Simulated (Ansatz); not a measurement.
C3H10Si2 can be A, `C/C=C/[SiH2][SiH3]`, or B, `CC1([SiH3])C[SiH2]1`.

Program: Ansatz. Geometries: PBE0-D4/def2-TZVP. ΔE: electronic, gas phase. CCSD(T)/CBS is the MP2 limit (def2-TZVPP, def2-QZVPP) plus CCSD(T) − MP2 in def2-TZVPP, frozen cores. DFT in def2-TZVPP. B3LYP here is the variant with VWN-RPA as its local correlation; programs differ in this. Each species was taken in one conformer, which may not be the lowest.

A:

```xyz
15

C     0.008    1.037   -2.661
C     0.278    0.955   -1.198
C     0.488   -0.167   -0.511
Si    0.783   -0.203    1.322
Si   -0.971   -1.292    2.430
H     0.761    1.656   -3.161
H    -0.960    1.512   -2.851
H     0.006    0.050   -3.126
H     0.300    1.908   -0.670
H     0.461   -1.112   -1.056
H     0.894    1.197    1.819
H     2.050   -0.921    1.644
H    -2.249   -0.556    2.232
H    -0.706   -1.391    3.892
H    -1.142   -2.672    1.894
```

B:

```xyz
15

C     0.8102    1.1724    0.8304
C     0.0607    0.1061    0.0538
Si   -1.1442    0.7344   -1.2098
C     0.8998   -1.1280   -0.3733
Si   -0.3766   -1.4862    0.9085
H     1.4577    1.7579    0.1679
H     0.1255    1.8641    1.3275
H     1.4499    0.7346    1.6036
H    -2.1665    1.6080   -0.5715
H    -1.8280   -0.4149   -1.8650
H    -0.4518    1.5254   -2.2692
H     0.7670   -1.5010   -1.3849
H     1.9442   -1.0984   -0.0745
H    -1.6050   -2.2226    0.5442
H     0.0573   -1.6519    2.3123
```

(1) Which is lower in electronic energy at CCSD(T)/CBS, and by how much? (Best estimate.)

(2) Give E(B) − E(A) in kcal/mol with PBE-D4, B3LYP, CCSD/def2-TZVPP, CCSD(T)/def2-TZVPP, PBE0-D4, r2SCAN-D4, B2PLYP. (An estimate is asked.)

Largest T1 diagnostic: 0.012.

## Answers

(1) Ansatz gave: A, by 9.3 kcal/mol.

(2) The calculation gave: PBE-D4 9.6, B3LYP 14.7, CCSD/def2-TZVPP 10.6, CCSD(T)/def2-TZVPP 9.8, PBE0-D4 8.6, r2SCAN-D4 9.0, B2PLYP 11.6. None reverses the order clearly.

In def2-TZVPP, CCSD(T) changes the Hartree–Fock value by −8.6 kcal/mol (the triples alone add −0.8 kcal/mol) and MP2 by −13.3 kcal/mol. The D4 term adds −2.3 kcal/mol with B3LYP and −1.2 kcal/mol with PBE0; it sums over pairs of atoms, weighted by their polarisabilities, and B3LYP, whose exchange is more repulsive, gets the larger term.
